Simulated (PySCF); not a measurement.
Partial charges of `CCn1cnnc1`

Compound: C4H7N3.
Cartesian coordinates in Å at the GFN2-xTB level; atoms count from 1:
```xyz
14
C4H7N3 angstrom
C     -1.7875   -0.1713    0.3293
C     -0.7513    0.4218   -0.6230
N      0.5881    0.1133   -0.1978
C      1.3809    0.8054    0.6660
N      2.5049    0.1839    0.8536
N      2.4792   -0.9392    0.1191
C      1.3400   -0.9802   -0.5015
H     -1.6540    0.2268    1.3328
H     -2.7875    0.0771   -0.0152
H     -1.6902   -1.2539    0.3699
H     -0.8930    0.0196   -1.6302
H     -0.8567    1.5096   -0.6632
H      1.1033    1.7390    1.1103
H      1.0232   -1.7522   -1.1721
```

Density: PBE0/pcSseg-1 (PySCF); schemes: Mulliken, IAO, Hirshfeld and ESP-fitted. Geometry: GFN2-xTB, one conformer, isolated molecule.

Question: Give the atomic charges in each scheme.

Answer: In e; atoms taken as equivalent share a row and are averaged (×n: the atom named and its like, n in all):

```csv
atom,environment,Mulliken,IAO,Hirshfeld,ESP-fitted
C1,methyl carbon,-0.276,-0.425,-0.116,+0.008
C2,sp3 carbon bound to nitrogen,-0.024,-0.151,0.000,+0.030
N3,pyrrole-type nitrogen,-0.594,-0.100,-0.007,-0.017
C4/C7,aromatic CH next to a ring nitrogen,+0.283,+0.006,+0.031,+0.163
N5/N6,pyridine-type nitrogen,-0.267,-0.219,-0.167,-0.339
H8/H9/H10,methyl hydrogen,+0.126,+0.151,+0.048,+0.015
H11/H12,methylene hydrogen,+0.133,+0.156,+0.057,+0.038
H13/H14,aromatic hydrogen,+0.110,+0.170,+0.069,+0.106
```

Mean size of the charges over all atoms: Mulliken 0.204 e, IAO 0.159 e, ESP-fitted 0.099 e, Hirshfeld 0.065 e. Each set sums to the total charge, 0, to within 0.001 e. The IAO scheme counts the electrons in orthogonalised intrinsic atomic orbitals, a minimal basis polarised so that it spans the occupied orbitals exactly. The Mulliken scheme gives each basis function's population to the atom it is centred on and halves the overlap population of two atoms between them.

Lowest charge. The schemes don't all agree: Mulliken N3 (-0.594); IAO C1 (-0.425); Hirshfeld N5/N6 (-0.167); ESP-fitted N5/N6 (-0.339).

Highest charge. The schemes don't all agree: Mulliken C4/C7 (+0.283); IAO H13/H14 (+0.170); Hirshfeld H13/H14 (+0.069); ESP-fitted C4/C7 (+0.163).

Question: Sum the charges by element.

Answer: 
| element | atoms | Mulliken | IAO | Hirshfeld | ESP-fitted |
| --- | --- | --- | --- | --- | --- |
| C | 4 | +0.266 | -0.565 | -0.054 | +0.363 |
| N | 3 | -1.128 | -0.539 | -0.341 | -0.695 |
| H | 7 | +0.862 | +1.104 | +0.395 | +0.332 |

Question: How closely do the schemes follow one another over all atoms?

Answer: Correlation coefficient and root-mean-square difference: IAO with Hirshfeld 0.87, 0.121 e; Hirshfeld with ESP-fitted 0.84, 0.091 e; Mulliken with IAO 0.68, 0.180 e; Mulliken with Hirshfeld 0.68, 0.198 e; Mulliken with ESP-fitted 0.63, 0.191 e; IAO with ESP-fitted 0.51, 0.168 e.

The run behind these numbers computed NMR shieldings as well. The run took 15 s on one thread of an Arm Neoverse V1, no GPU, shared host, and the process peaked at 0.71 GiB of memory.
